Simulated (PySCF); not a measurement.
**Nuclear quadrupole coupling in `[H]/N=C1\CCC[C@H](C=C)C1`**

Compound: C8H13N.
Structure used (GFN2-xTB), in Å, numbered top down from 1:
```
atom  x, y, z in Å
C1     3.292    0.265   -0.170
C2     2.146    0.128    0.470
C3     0.806    0.036   -0.192
C4     0.131   -1.300    0.137
C5    -1.237   -1.390   -0.529
C6    -2.140   -0.247   -0.059
C7    -1.463    1.076   -0.313
N8    -1.926    2.044   -0.968
C9    -0.092    1.192    0.281
H10    4.233    0.325    0.348
H11    3.336    0.324   -1.246
H12    2.129    0.072    1.551
H13    0.932    0.112   -1.277
H14    0.019   -1.394    1.220
H15    0.765   -2.120   -0.207
H16   -1.706   -2.349   -0.298
H17   -1.117   -1.329   -1.614
H18   -2.321   -0.348    1.015
H19   -3.104   -0.287   -0.574
H20   -2.861    1.903   -1.348
H21   -0.174    1.154    1.371
H22    0.341    2.152   -0.002
```

Field gradients from the PBE0/pcSseg-1 density (PySCF, non-relativistic), principal values in atomic units, ordered |Vxx| ≤ |Vyy| ≤ |Vzz|:

| atom | Vxx | Vyy | Vzz |
| --- | --- | --- | --- |
| N8 | 0.3566 | 0.6447 | -1.0013 |

Q: Find the asymmetry η = (Vxx − Vyy)/Vzz and the couplings χ = eQV/h (234.96 MHz × Q in barn × V in au), with Q(14N) = 0.02044 b.

A: 
| atom | environment | nucleus | η | χzz (MHz) | χxx (MHz) | χyy (MHz) |
| --- | --- | --- | --- | --- | --- | --- |
| N8 | imine nitrogen | 14N | 0.29 | -4.809 | 1.713 | 3.096 |

Q: What is Vzz at N8 in SI units (1 au = 9.71736 × 10²¹ V/m²)?

A: -1.0013 au = -9.730 × 10²¹ V/m².

Q: And the gradient at the other heavy atoms, for which no coupling is worked out here?

A: 
```tsv
atom	environment	Vzz (au)	η
C1	terminal =CH2 carbon	0.291	0.45
C2	alkene CH carbon	0.331	0.59
C3	allylic carbon	-0.042	0.98
C4	ring CH2 carbon	-0.050	0.35
C5	ring CH2 carbon	0.060	0.85
C6	ring CH2 carbon	-0.050	0.09
C7	imine carbon	0.436	0.25
C9	ring CH2 carbon	-0.080	0.48
```

Were the hydrogens deuterons (Q(2H) = 0.00286 b), χzz would run from 198 kHz (H13) to 260 kHz (H20).

Geometry: GFN2-xTB, one conformer, isolated molecule. GFN2-xTB bond lengths can be off by several hundredths of an ångström, more for odd bonds, and the gradients follow them. These gradients aren't converged with respect to the basis.

The run behind these numbers computed NMR shieldings as well. Time: 48 s wall. Hardware: one thread of an Arm Neoverse V1, no GPU, on a shared host.
